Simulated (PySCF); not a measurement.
Compound: C5H3ClFP.
SMILES with atom numbers: `[F:1][c:2]1[cH:3][cH:4][c:5]([Cl:6])[cH:7][p:8]1`

Cartesian coordinates in Å at the GFN2-xTB level; atoms count from 1:
```
atom  x, y, z in Å
F1    -2.7574   -1.0499   -0.1036
C2    -1.4495   -0.7030   -0.0617
C3    -1.1624    0.6438    0.0012
C4     0.1341    1.1240    0.0479
C5     1.2290    0.2713    0.0341
Cl6    2.8081    0.9898    0.0953
C7     1.1450   -1.1035   -0.0251
P8    -0.3191   -2.0280   -0.0938
H9    -1.9905    1.3388    0.0135
H10    0.3013    2.1884    0.0964
H11    2.0667   -1.6691   -0.0301
```

NICS = −σ at a ghost point: NICS(0) at the centroid of the ring atoms, NICS(1) 1 Å to either side along the normal of their mean plane, zz for the tensor component along that normal. Level: GIAO PBE0/pcSseg-1 (PySCF, non-relativistic, gas phase) on the GFN2-xTB geometry, one conformer.

Ring bond lengths (Å), with Mayer bond orders in brackets: C2–C3 1.378 (1.40), C3–C4 1.383 (1.43), C4–C5 1.388 (1.33), C5–C7 1.379 (1.42), C7–P8 1.733 (1.31), P8–C2 1.742 (1.27).

What do the NICS probes read (ppm)?

| ring | type | NICS(0) | NICS(1), two faces | NICS(1)zz, two faces | rms pucker (Å) | centre to ring atoms, mean (Å) |
| --- | --- | --- | --- | --- | --- | --- |
| C2–C3–C4–C5–C7–P8 | 6-membered ring with P; formal bonds all aromatic | -9.1 | -10.4 / -10.4 | -24.6 / -24.6 | 0.00 | 1.49 |

What do they say, and how far can they be read as aromaticity?

- C2–C3–C4–C5–C7–P8: mean NICS(1)zz -24.6 ppm, shielded.

How equal are the bonds by HOMA? HOMA takes Krygowski's 1993 parameters.

- C2–C3–C4–C5–C7–P8: HOMA 0.93; the largest term is that of P8–C2, α(R − Ropt)² = 0.23.

At the second NICS(1) probe listed for ring C2–C3–C4–C5–C7–P8, 1 Å off the ring, what do the in-plane components average?

The isotropic value is a third of the trace: (3 × -10.4 − (-24.6))/2 = -3.3 ppm.

List the ring angles and the Hirshfeld charges of the ring atoms.

- C2–C3–C4–C5–C7–P8: C2 127.5° (+0.031 e), C3 122.4° (-0.054 e), C4 121.7° (-0.043 e), C5 124.4° (+0.017 e), C7 125.8° (-0.113 e), P8 98.1° (+0.103 e); sum 720.0° against 720° for a flat convex ring.

Rough CPU time on one thread of a shared machine: about 50 s. This is the whole shielding run at PBE0/pcSseg-1, SCF included.
